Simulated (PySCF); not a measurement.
## Cu: ionisation energy

Cu [Ar] 3d10 4s1 (2S) → Cu⁺ [Ar] 3d10 (1S), as a difference of total energies. Computed with PySCF 2.14 in def2-TZVP, with the non-relativistic Hamiltonian (point nucleus). Correlated levels: valence: [Ar] frozen. The calculations carry no spin-orbit coupling.

```tsv
method	ionisation energy (eV)
UHF	6.442
B3LYP	8.044
PBE0	7.771
MP2 (valence)	7.161
SCS-MP2 (valence)	7.044
CCSD (valence)	7.055
CCSD(T) (valence)	7.157
```

Problem. How much does correlation contribute at CCSD(T) (valence)?

Solution. 7.157 − (6.442) = 0.715 eV, measured against UHF.

These non-relativistic numbers lack the scalar-relativistic shift.

Errors of the correlated levels include the incompleteness of this basis and the frozen core.

For comparison: 7.726 eV (measured; NIST Atomic Spectra Database, ionization energies).
